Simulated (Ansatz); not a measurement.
Ansatz (a quantum-chemistry and plane-wave program) input:
A basis named .json is the Basis Set Exchange file of that set.

Ansatz 0.2 input:
```yaml
crystal:
  periodic: [false, false, false]
  atoms:
    - {symbol: Ti, position_ang: [0.22658364, -0.14545538, 0.25196202]}
    - {symbol: O, position_ang: [1.07946960, -0.08201922, -1.12991807]}
    - {symbol: F, position_ang: [-1.51339967, 0.42846359, 0.38846444]}
basis:
  gaussian:
    orbitals: def2-QZVPP.json
    fitting: {mean_field: def2-universal-jkfit, correlation: def2-QZVPP-RIFIT.json}
magnetization: {spin_polarized: true, initial_magnetization: 1}
correlation: {method: mp2, electrons: outside_noble_gas}
```

Predict the final energy.

-1023.55914 Eh (RI-MP2/def2-QZVPP). The basis has 207 functions.

The spin state was set by rule; other spins were not relaxed.
